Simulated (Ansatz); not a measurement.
Compare A (`C[SiH]1[NH][AlH]1`) with its isomer B (`C[N]1[AlH][SiH2]1`).

Program: Ansatz. Geometries: PBE0-D4/def2-TZVP. ΔE: electronic, gas phase. CCSD(T)/CBS adds triple-zeta CCSD(T) − MP2 to the extrapolated MP2 energy (def2 sets, frozen cores). DFT in def2-TZVPP. B3LYP here is the variant with VWN-RPA as its local correlation; programs differ in this.

Problem. Which isomer does CCSD(T)/CBS put lower? Give the gap. (An estimate is asked.)

Solution. Computed: A, by 18.3 kcal/mol.

Problem. Give E(B) − E(A) in kcal/mol with CCSD(T)/def2-SVP, ωB97M-V, B3LYP, LDA (SPW92), B3LYP-D4, r2SCAN-D4, MP2/def2-TZVPP. (Best estimate.)

Solution. The calculation gave: CCSD(T)/def2-SVP 12.7, ωB97M-V 18.4, B3LYP 17.0, LDA (SPW92) 16.9, B3LYP-D4 16.7, r2SCAN-D4 18.3, MP2/def2-TZVPP 18.2. None reverses the order clearly.

Problem. Does the order hold for the free energy at 298.15 K (harmonic terms from PBE0-D4)? (Estimate.)

Solution. The calculation gave: Yes: G(B) − G(A) = +17.8 kcal/mol.

Largest T1 diagnostic: 0.015.

At CCSD(T), def2-SVP lies −5.6 kcal/mol from the extrapolated value and def2-TZVPP −0.8 kcal/mol. In def2-TZVPP, CCSD(T) changes the Hartree–Fock value by +0.7 kcal/mol (the triples alone add −0.1 kcal/mol) and MP2 by +1.4 kcal/mol.
